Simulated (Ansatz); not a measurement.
CH₈O₂Si₂ (`C[SiH2][SiH](O)O`) at its PBE0-D4/def2-TZVP geometry, where that method's forces vanish. Total charge 0; spin multiplicity 1.

```tsv
atom	x (Å)	y (Å)	z (Å)
C1	-0.309	-0.019	-2.168
Si2	-0.383	-0.983	-0.560
Si3	0.452	0.283	1.218
O4	0.137	-0.511	2.629
O5	-0.320	1.737	1.108
H6	-0.724	-0.601	-2.993
H7	0.721	0.242	-2.419
H8	-0.880	0.908	-2.078
H9	-1.788	-1.375	-0.252
H10	0.420	-2.235	-0.668
H11	1.929	0.526	1.172
H12	0.772	-0.426	3.341
H13	-0.027	2.455	1.671
```

(1) For each bond, give half the difference of the two atoms' forces along it (eV/Å; positive pushes the atoms apart) under PBE-D4, r2SCAN-D4, B3LYP-D4, ωB97M-V in def2-TZVPP. (Estimate.)

Results:

(1) Computed: 
```tsv
bond	length (Å)	PBE-D4	r2SCAN-D4	B3LYP-D4	ωB97M-V
C1–Si2	1.877	0.02	0.02	0.13	0.08
C1–H6	1.092	0.11	-0.02	-0.04	-0.05
C1–H7	1.092	0.11	-0.01	-0.04	-0.04
C1–H8	1.092	0.11	-0.01	-0.05	-0.04
Si2–Si3	2.337	-0.14	-0.01	-0.02	-0.08
Si2–H9	1.490	0.08	-0.01	-0.10	-0.11
Si2–H10	1.491	0.08	-0.02	-0.10	-0.11
Si3–O4	1.650	0.27	0.05	0.13	0.13
Si3–O5	1.649	0.27	0.05	0.12	0.13
Si3–H11	1.498	-0.02	-0.05	-0.12	-0.16
O4–H12	0.958	0.34	0.02	-0.02	-0.06
O5–H13	0.958	0.35	0.03	-0.02	-0.06
```

B3LYP here is the variant with VWN-RPA as its local correlation; programs differ in this.
